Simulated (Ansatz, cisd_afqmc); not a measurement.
Species: Bi, charge 0, quartet.

Total energies in def2-QZVPP, 5 correlated electrons, 9 frozen orbitals. Open shells are spin-unrestricted; no spin-orbit coupling. Cores are frozen in correlated methods (noble-gas shells, and filled d and f shells in the p block). Past Kr the def2 sets carry scalar-relativistic core potentials. The Monte Carlo rows (phaseless AFQMC, CISD trial, step 0.005/hartree) carry one-sigma bars that omit the constraint's bias. Outlying blocks are dropped, and bars are widened where a walk drifts. Over all cases where full CI ran beside it in this data, AFQMC minus full CI had a median of +0.1 mEh and passed +0.4 mEh in a tenth of the cases. Spin-orbit terms, left out, reach several kcal/mol for Br and I, and more for heavier atoms.

```
method         program         energy (Eh)  minus CCSDT(Q) (mEh)
----------  ----------  ------------------  --------------------
HF              Ansatz          -213.59451                 67.40
MP2             Ansatz          -213.65030                 11.61
CCSD            Ansatz          -213.65940                  2.50
CCSD(T)         Ansatz          -213.66150                  0.41
CCSDT(Q)        Ansatz          -213.66191                  0.00
AFQMC/CISD  cisd_afqmc  -213.6619 ± 0.0001             0.0 ± 0.1
```

Ansatz is an electronic-structure program.
